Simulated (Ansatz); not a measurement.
Calculated with Ansatz (gas phase, PBE0-D4/def2-TZVP geometries, no zero-point term in ΔE). CBS: MP2 limit from def2 TZ/QZ plus the TZ coupled-cluster correction, frozen cores. Functionals use def2-TZVPP. Elements past krypton have def2 core potentials. For In outer-core shells are correlated without core-valence functions, which leaves a few kJ/mol of doubt a bond. One conformer a species, not always the lowest.

Reaction (substitution at a C–N bond): `C[SiH2]NC=S` + `[NH2][InH2]` → `S=C[NH][InH2]` + `C[SiH2]N`

`C[SiH2]NC=S`:

Cartesian coordinates in Å:
```
C 0.308 1.724 0.309
Si 0.948 0.031 -0.108
N -0.186 -1.274 0.295
C -1.337 -1.473 -0.360
S -1.884 -0.530 -1.577
H 1.108 2.457 0.178
H -0.023 1.766 1.349
H -0.527 1.996 -0.337
H 2.098 -0.309 0.776
H 1.363 -0.105 -1.523
H 0.040 -1.941 1.019
H -1.909 -2.341 -0.022
```

`[NH2][InH2]`:

```xyz
6

N     0.144    0.098    1.041
In   -0.131   -0.090   -0.938
H    -0.545    0.460    1.678
H     0.991   -0.153    1.522
H     1.205   -0.730   -1.797
H    -1.665    0.415   -1.506
```

`S=C[NH][InH2]`:

Cartesian coordinates in Å:
```
S -1.661 -2.364 0.551
C -0.915 -0.908 0.531
N 0.031 -0.507 -0.328
In 0.966 1.340 -0.341
H -1.180 -0.150 1.275
H 0.254 -1.230 -1.005
H 0.390 2.345 0.906
H 2.115 1.475 -1.589
```

`C[SiH2]N`:

Cartesian coordinates in Å:
```
C 0.891 -0.347 -1.021
Si -0.525 0.443 -0.087
N -0.691 -0.001 1.567
H 0.907 0.001 -2.058
H 0.798 -1.436 -1.033
H 1.853 -0.094 -0.567
H -1.798 0.073 -0.764
H -0.345 1.920 -0.122
H -1.040 -0.910 1.824
H -0.052 0.351 2.261
```

Problem. Is it downhill or uphill in electronic energy at CCSD(T)/CBS, and by how much? (Best estimate.)

Solution. Ansatz gave: Downhill: ΔE = -6.7 kJ/mol.

Problem. What do these levels give: PBE-D4, PBE0-D4, PBE, CCSD/def2-TZVPP, HF/def2-QZVPP, MP2/def2-QZVPP? (An estimate is asked.)

Solution. The calculation gave: PBE-D4 -4.0, PBE0-D4 -5.7, PBE -7.8, CCSD/def2-TZVPP -9.1, HF/def2-QZVPP -19.7, MP2/def2-QZVPP -6.3 kJ/mol.

Largest T1 diagnostic among the species: 0.018.

In def2-TZVPP, CCSD(T) changes the Hartree–Fock value by +11.9 kJ/mol (the triples alone add +1.9 kJ/mol) and MP2 by +12.7 kJ/mol. The D4 term adds +6.1 kJ/mol with B3LYP and +3.4 kJ/mol with PBE0; it sums over pairs of atoms, weighted by their polarisabilities, and B3LYP, whose exchange is more repulsive, gets the larger term.

B3LYP here is the variant with VWN-RPA as its local correlation; programs differ in this.
